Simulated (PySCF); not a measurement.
# From computed data to an observable: chemical shift, span and skew from a shielding tensor

BeH₂OSe, SMILES [OH][Be][SeH]. Atoms are numbered in the order given.

```xyz
5

Be     0.0052    -1.2199     0.0000
O      0.0011    -2.6056     0.0000
H      0.0006    -3.5518     0.0000
Se    -0.0429     0.8350     0.0000
H      1.4270     0.8878     0.0000
```
Charge 0, spin multiplicity 1.

Geometry: TPSSh-D3(BJ)/def2-TZVP. The geometry has at least one imaginary mode, so it is a saddle point at that level. The values are those of a single conformer.

GIAO shieldings from PySCF with PBE0/pcSseg-2, non-relativistic, no solvent. The symmetric part of the tensor of Se4 has the principal values 2219.4, 2326.0, 2733.1 ppm. The same nucleus in Me2Se has σ = 1739.2 ppm at this level (PySCF, at its B3LYP-D3(BJ)/def2-TZVP geometry).

Question: Work out the isotropic shielding, the ⁷⁷Se shift against Me2Se, the span and the skew.

Answer: 
σ(iso) = (σ11 + σ22 + σ33)/3 = 2426.2 ppm. δ = σ(ref) − σ(iso) = 1739.2 − (2426.2) = -687.0 ppm.
Span Ω = σ33 − σ11 = 513.7 ppm. Skew κ = 3(σ(iso) − σ22)/Ω = 0.58. Tumbling in solution averages the tensor to δ; in a static solid the shielding alone would spread this spin-1/2 line over Ω.
